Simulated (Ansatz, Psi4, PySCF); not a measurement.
H2O4S, charge +1, doublet, at a GFN2-xTB geometry (a state made from the parent by changing its charge; the spin is typed, not shown lowest). Base run: MP2/6-31G* run with PySCF.

Here is a job for PySCF.
```python
from pyscf import gto, scf, mp

mol = gto.Mole()
mol.atom = '''
    O    -0.46529138    1.41220598   -0.07095844
    S    -0.01626657   -0.02567348   -0.00245745
    O    -0.36107300   -0.82927774   -1.16232897
    O    -0.68935298   -0.82860665    1.00363709
    O     1.46298435    0.16245005    0.22168374
    H    -1.38901452    1.65960187   -0.21103719
    H     2.07114373   -0.58299923    0.31408907
'''
mol.basis = '6-31g*'
mol.charge = 1
mol.spin = 1
mol.verbose = 4
mol.build()

mf = scf.UHF(mol)
mf.kernel()

pt = mp.MP2(mf)
pt.kernel()
print('E(MP2) = %.10f' % pt.e_tot)
```

The same geometry, method and basis name were run in Ansatz (a program for electronic structure) and Psi4 and PySCF, at each program's defaults and at the settings that a row names. The base is PySCF at its defaults. Differences at the defaults can come from grids, fitting, cores and function types together.

```
code and settings                                                                                     ΔE vs base (mEh)  basis functions      E (Eh)  SCF cycles
----------------------------------------------------------------------------------------------------  ----------------  ---------------  ----------  ----------
PySCF, defaults (exact integrals, spherical functions, all electrons correlated)                                 0.000               78  -698.47083          14
Psi4, defaults (density fitting with its default set, Cartesian functions, all electrons correlated)           -21.352               83  -698.49218          16
Ansatz, defaults (factorised integrals, Cartesian functions, frozen core)                                        5.570               83  -698.46526           -
PySCF, frozen core                                                                                              17.569               78  -698.45326          14
Psi4, exact integrals, spherical functions, frozen core                                                         17.569               78  -698.45326          16
Ansatz, high accuracy, frozen core, Cartesian functions as the basis file defines them                           5.554               83  -698.46528           -
```

Open shells are given as the SCF converged; they aren't shown to be the lowest states, and a large step between rows can be another state.
